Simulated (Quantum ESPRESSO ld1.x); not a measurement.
The magnesium ion Mg4+, 8 electrons, occupied as [He] 2s2 2p3 3s1 (not the ground configuration). All-electron calculation, Dirac Kohn-Sham, relativistic LDA (MacDonald-Vosko exchange, VWN5 correlation), spin-unpolarised, spherical densities, point nucleus; open shells fill j = l - 1/2 first. Program: ld1.x of Quantum ESPRESSO 7.5.

Spin-orbit splittings of the eigenvalues, e(l+1/2) - e(l-1/2), with zeta = 2 splitting/(2l+1) and mean radii in bohr:

shell  occ.  splitting (eV)  zeta (eV)  <r> j=l-1/2  <r> j=l+1/2
2p        3          0.3918     0.2612       0.5790       0.5805
3p        0         0.06259    0.04172        1.872        1.875
